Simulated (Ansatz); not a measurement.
`[NH]=[W](=[NH])([OH])[F]` + H₂O → `[NH]=[W](=[NH])([OH])[OH]` + H–F  (formal hydrolysis of a W–F bond)

Program: Ansatz. Geometries: PBE0-D4/def2-TZVP. ΔE: electronic, gas phase. CBS: MP2 limit from def2 TZ/QZ plus the TZ coupled-cluster correction, frozen cores. This one scheme is used for every species. Functionals use def2-TZVPP. def2 core potentials past Kr. For W outer-core shells are correlated without core-valence functions, which leaves a few kJ/mol of doubt a bond. One conformer a species, not always the lowest.

`[NH]=[W](=[NH])([OH])[F]`:

Cartesian coordinates in Å:
```
N -0.312 -1.069 -1.060
W 0.180 0.342 -0.157
N -1.132 0.972 0.803
O 1.554 -0.173 1.041
F 0.726 1.661 -1.372
H -0.972 -1.765 -1.371
H -2.059 1.039 1.191
H 2.015 -1.007 0.926
```

H₂O:

Z-matrix (Å, degrees):
```
O
H 1 0.960
H 1 0.960 2 105.1
```

`[NH]=[W](=[NH])([OH])[OH]`:

Cartesian coordinates in Å:
```
N -1.128 0.626 -1.089
W 0.112 0.027 -0.010
N -0.525 -1.017 1.241
O 0.941 1.507 0.851
O 1.350 -0.966 -1.062
H -2.057 0.732 -1.463
H -1.231 -1.509 1.765
H 0.831 2.391 0.495
H 1.707 -1.791 -0.728
```

H–F:

Z-matrix (Å, degrees):
```
F
H 1 0.920
```

```json
{"level": "r2SCANh", "ΔE (kcal/mol)": "8.2"}
{"level": "SCS-MP2/def2-TZVPP", "ΔE (kcal/mol)": "6.5"}
```

(1) What does CCSD(T)/CBS give? (Best estimate.)

Largest T1 diagnostic among the species: 0.020, so the coupled-cluster value is less sure than usual.

Results:

(1) The calculation gave: +6.3 kcal/mol. The listed levels differ from it by 1.9, 0.2 kcal/mol.

From r2SCAN to r2SCAN0 (25 % exact exchange), in def2-TZVPP and without D4, ΔE moves by −0.7 kcal/mol. The D4 term adds −0.9 kcal/mol with B3LYP and −0.5 kcal/mol with PBE0; it sums over pairs of atoms, weighted by their polarisabilities, and B3LYP, whose exchange is more repulsive, gets the larger term.

B3LYP here is the variant with VWN-RPA as its local correlation; programs differ in this.
